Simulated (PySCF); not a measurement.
# NMR parameters from quadrupole coupling constants

C6H11FO2Si.
Structure used (GFN2-xTB), in Å, numbered top down from 1:
```xyz
21
C6H11FO2Si angstrom
C     -3.329    0.480    0.451
C     -1.860    0.525    0.860
Si    -0.828   -0.822    0.016
O      0.749   -0.831    0.473
C      1.688   -0.544   -0.532
O      2.387    0.622   -0.248
C      3.181    0.548    0.919
C      0.993   -0.373   -1.850
C     -0.327   -0.460   -1.773
F     -1.129   -0.323   -2.844
H     -3.769   -0.479    0.713
H     -3.434    0.616   -0.622
H     -3.893    1.264    0.952
H     -1.453    1.513    0.628
H     -1.788    0.408    1.943
H     -1.332   -2.185    0.182
H      2.386   -1.405   -0.562
H      2.566    0.330    1.795
H      3.652    1.522    1.024
H      3.947   -0.229    0.815
H      1.585   -0.161   -2.723
```

Computed at PBE0/pcSseg-1 (PySCF, non-relativistic):

| atom | environment | nucleus | spin I | Q (b) | CQ = χzz (MHz) | η |
| --- | --- | --- | --- | --- | --- | --- |
| O4 | silyl ether oxygen | 17O | 5/2 | -0.0256 | -9.856 | 0.399 |
| O6 | ether oxygen | 17O | 5/2 | -0.0256 | -11.870 | 0.924 |

Question: Work back to Vxx, Vyy and Vzz; CQ/MHz = 234.96 (Q/b)(Vzz/au).

Answer: Vxx = −Vzz(1 − η)/2 and Vyy = −Vzz(1 + η)/2, in au:

| atom | Vxx (au) | Vyy (au) | Vzz (au) | Vzz (10²¹ V/m²) |
| --- | --- | --- | --- | --- |
| O4 | -0.492 | -1.147 | 1.638 | 15.92 |
| O6 | -0.075 | -1.898 | 1.973 | 19.18 |

Question: At 7.05 T, set νQ = 3|CQ|/[2I(2I − 1)] beside the Larmor frequency (|g| × 7.62259 MHz/T × B; g(17O) = −0.75752), and give PQ = |CQ|√(1 + η²/3).

Answer: 
```csv
atom,PQ (MHz),νQ (MHz),ν0 (MHz),νQ/ν0
O4,10.11,1.478,40.71,0.036
O6,13.45,1.781,40.71,0.044
```

For O4: PQ = 9.856 × 1.0263, νQ = 9.856 × 0.1500, ν0 = 5.7742 MHz/T × 7.05 T.

Question: Second-order quadrupolar shift of the central transition's centre of gravity (half-integer spins, νQ < ν0/10) at 7.05, 14.1 and 18.8 T.

Answer: δ = −(3/40)(PQ/ν0)² [I(I + 1) − 3/4]/[I²(2I − 1)²], in ppm:

```csv
site,7.05 T,14.1 T,18.8 T
17O at O4,-370,-92.6,-52.1
17O at O6,-655,-164,-92.2
```

Question: In the extreme-narrowing limit, with isotropic tumbling and one correlation time, the quadrupolar linewidth goes as PQ². What relative widths follow for the 17O sites?

Answer: O6 1, O4 0.57, with O6 as 1.

The couplings are those of the rigid, isolated species; surroundings and motion change them. GFN2-xTB bond lengths can be off by several hundredths of an ångström, more for odd bonds, and the gradients follow them. The small basis limits the accuracy of the gradients.

These values come from a run that also computed NMR shieldings. On an Arm Neoverse N1 with one thread, on a shared host, this took 93 s and 1.1 GiB of memory at its peak.

One conformer stands for the species.
